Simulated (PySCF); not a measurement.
SeFBr, SMILES F[Se]Br. Coordinates come from a ωB97X-D3(BJ)/def2-TZVP optimisation.

All values below come from ωB97X-D3(BJ)/def2-TZVP (PySCF 2.14.0).

Harmonic wavenumbers (cm⁻¹): 192, 337, 688. Rotational constants (GHz): 12.05, 2.036, 1.742; symmetry number 1.

Q: Work out the zero-point energy and the ideal-gas rigid-rotor harmonic-oscillator thermochemistry at 298.15 K and 1 atm.

A: ZPE = ½ Σ hcν = ½ × 1217 cm⁻¹ = 1.74 kcal/mol. H − E(el) = 4.78 kcal/mol. Entropy in cal/(mol K): translation 41.43, rotation 26.42, vibration 3.75, total 71.61. G − E(el) = -16.57 kcal/mol. Cp = 12.25 cal/(mol K).
